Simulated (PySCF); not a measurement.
Isomers of C8H7N and their computed core-level spectra.

Method used: delta-SCF UKS SCAN, pcX-2 on the ionised atom, pcseg-1 elsewhere, spin-free X2C in PySCF 2.14.0. Geometries: PBE0-D3(BJ)/def2-SVP; isolated species, one conformer each.

Line lists (1s up to Mg, 2p3/2 beyond; areas count atoms within a level, one atom standing for each set equivalent by bonding):
1. C 1s: 290.64 (area 1), 290.66 (area 1), 290.70 (area 1), 290.81 (area 1), 291.00 (area 1), 291.10 (area 1), 291.48 (area 1), 291.90 (area 1) eV; N 1s: 404.53 eV
2. C 1s: 290.52 (area 1), 290.57 (area 2), 290.58 (area 2), 290.91 (area 1), 292.15 (area 1), 292.37 (area 1) eV; N 1s: 404.87 eV
3. C 1s: 290.66 (area 2), 290.83 (area 2), 290.90 (area 1), 291.18 (area 1), 291.52 (area 1), 291.84 (area 1) eV; N 1s: 404.45 eV

Structures:
A. ortho-tolunitrile, `Cc1ccccc1C#N`
B. benzyl cyanide, `N#CCc1ccccc1`
C. para-tolunitrile, `Cc1ccc(C#N)cc1`

Q: Match each list to its structure.

A: 
- 1 = A: no other candidate has these counts of sites. C 1s: 290.64 aromatic CH carbon, 290.66 aromatic CH carbon, 290.70 aromatic CH carbon, 290.81 aromatic CH carbon, 291.00 substituted aromatic carbon, 291.10 benzylic-type carbon, 291.48 substituted aromatic carbon, 291.90 nitrile carbon; N 1s: 404.53 nitrile nitrogen.
- 2 = B: another candidate has the same counts of sites, so positions decide. C 1s: 290.52 aromatic CH carbon, 290.57 aromatic CH carbon (×2), 290.58 aromatic CH carbon (×2), 290.91 substituted aromatic carbon, 292.15 nitrile carbon, 292.37 sp3 carbon next to a nitrile; N 1s: 404.87 nitrile nitrogen.
- 3 = C: another candidate has the same counts of sites, so positions decide. C 1s: 290.66 aromatic CH carbon (×2), 290.83 aromatic CH carbon (×2), 290.90 substituted aromatic carbon, 291.18 benzylic-type carbon, 291.52 substituted aromatic carbon, 291.84 nitrile carbon; N 1s: 404.45 nitrile nitrogen.

3 of these hole states are spin-contaminated (⟨S²⟩ up to 0.86, against 0.75; counted from 0.85) and less certain.
